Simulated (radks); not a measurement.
The numbers below are computed, except where a source is named.
Problem. The mean radii <r> (bohr) of the occupied orbitals of an atom or ion are listed with their occupations. Level of theory: scalar-relativistic Kohn-Sham, PBE, spin-polarised, spherical densities, finite nucleus; Fermi nuclear charge, rms radius of each element as measured or else 0.836 A^(1/3) + 0.57 fm (a radial shooting solver on a logarithmic mesh with Libxc functionals).

orbital  occ.      <r>
1s up       1  0.01800
1s down     1  0.01799
2s up       1  0.07397
2s down     1  0.07413
2p up       3  0.06574

Name the element and its charge. Open shells, if any, are filled with parallel spins first.

Solution. Z = 75, rhenium, charge +68: Re68+ in [He] 2s2 2p3. The 1s radius gives Z: for a bare nucleus <r> = (2 gamma + 1)/(2Z) with gamma = sqrt(1 - (Z/c)^2), 0.01783 bohr for Z = 75, and screening makes it slightly larger (0.01800 here). The occupations add up to 7, and the charge is Z minus that.
